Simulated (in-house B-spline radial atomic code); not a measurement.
Configurations of Sn VII (Sn6+), with energies counted from [Kr] 4d8. All numbers are computed (scalar-relativistic (X2C) BHandHLYP, spin-polarised, spherical fractional occupations, exact exchange averaged over the configuration; Fermi nucleus of rms radius 4.6519 fm) with an all-electron radial atomic-structure program (B-spline basis), not measured. Shells without spins written out take the highest spin.

Occupations are held fixed; configurations that lie above the ionisation limit could autoionise.

```
            configuration  E - E(ref) (eV)  highest orbital  its <r> (bohr)
             [Kr] 4d7 5p1           45.165            5p up           2.006
    [Ar] 3d10 4s2 4p5 4d9           70.002          4d down           1.009
[Ar] 3d10 4s2 4p5 4d8 5d1           133.44            5d up           2.439
[Ar] 3d10 4s2 4p5 4d8 5f1           151.67            5f up           3.342
```

(1) Order these further configurations by energy, lowest first.
A. [Kr] 4d7 5f1
B. [Ar] 3d10 4s2 4p5 4d8 5s1
C. [Kr] 4d7 5s1
D. [Ar] 3d10 4s2 4p5 4d8 5p1
E. [Kr] 4d7 5d1

Results:

(1) C (32.363 eV), E (63.404 eV), A (81.637 eV), B (102.33 eV), D (115.16 eV).
